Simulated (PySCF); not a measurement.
Vertical excitations of a molecule C4H8O from PySCF with TDA-PBE0/def2-SVPD, as energy in eV (oscillator strength): 6.62 (0.013), 7.47 (0.000), 7.49 (0.000), 7.64 (0.004), 8.12 (0.016), 8.40 (0.000), 8.54 (0.010), 8.77 (0.013), 8.85 (0.000), 9.06 (0.128). Lowest triplet (TDA): 6.50 eV. The structure is a stationary point at PBE0-D3(BJ)/def2-SVP. Other conformers were not sampled.

Which molecule gave these data?
A) C1CCOC1
B) CCC(C)=O
C) OCC1CC1
D) C=C(C)OC

A, C1CCOC1
